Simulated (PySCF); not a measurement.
SMILES C=C(F)/C(F)=C/C#N, C5H3F2N

Molfile (atoms numbered from 1):
```
C5H3F2N
     RDKit          3D

 11 10  0  0  0  0  0  0  0  0999 V2000
    2.1910    0.1223   -0.4526 C   0  0  0  0  0  0  0  0  0  0  0  0
    1.0384    0.4213    0.1472 C   0  0  0  0  0  0  0  0  0  0  0  0
    0.9628    1.3484    1.0994 F   0  0  0  0  0  0  0  0  0  0  0  0
   -0.2464   -0.2031   -0.1464 C   0  0  0  0  0  0  0  0  0  0  0  0
   -0.2015   -1.1241   -1.0910 F   0  0  0  0  0  0  0  0  0  0  0  0
   -1.4005    0.1056    0.4735 C   0  0  0  0  0  0  0  0  0  0  0  0
   -2.6337   -0.5205    0.1634 C   0  0  0  0  0  0  0  0  0  0  0  0
   -3.6532   -1.0212   -0.0733 N   0  0  0  0  0  0  0  0  0  0  0  0
    2.2149   -0.6412   -1.2287 H   0  0  0  0  0  0  0  0  0  0  0  0
    3.1087    0.6387   -0.1698 H   0  0  0  0  0  0  0  0  0  0  0  0
   -1.3813    0.8736    1.2487 H   0  0  0  0  0  0  0  0  0  0  0  0
  1  2  2  0
  2  3  1  0
  2  4  1  0
  4  5  1  0
  4  6  2  0
  6  7  1  0
  7  8  3  0
  1  9  1  0
  1 10  1  0
  6 11  1  0
M  END
```

Method: PySCF 2.14.0, quadratic response CAM-B3LYP/def2-TZVPD first hyperpolarisability, Taylor convention, gas phase. Geometry: PBE0-D3(BJ)/def2-SVP.

Question: Give β for the processes computed.

Answer: In au, Taylor convention; the vector part is βᵢ = ⅓ Σⱼ (βᵢⱼⱼ + βⱼᵢⱼ + βⱼⱼᵢ); β∥ is 3/5 of the vector part along the dipole, the dipole points from − to +:
| process | λ (nm) | β vector norm | β∥ | β HRS | depolarisation ratio |
| --- | --- | --- | --- | --- | --- |
| static β(0;0,0) | ∞ | 54.7 | 4.3 | 31.6 | 2.57 |
| second harmonic β(−2ω;ω,ω) | 1907 | 57.5 | 4.1 | 33.3 | 2.60 |
| Pockels β(−ω;ω,0) | 1907 | 55.6 | 4.2 | – | – |
| second harmonic β(−2ω;ω,ω) | 1064 | 65.1 | 3.6 | 37.8 | 2.65 |
| Pockels β(−ω;ω,0) | 1064 | 57.8 | 4.1 | – | – |

Question: Which lowest excitations, dipole and polarisabilities go with it?

Answer: S1 5.20 eV (f = 0.781); S2 6.11 eV (f = 0.000); S3 6.43 eV (f = 0.005); dipole 4.64 D; isotropic α 75.9 au static, 76.4 au at 1907 nm, 77.4 au at 1064 nm, 77.8 au at 953.5 nm, 82.8 au at 532 nm.
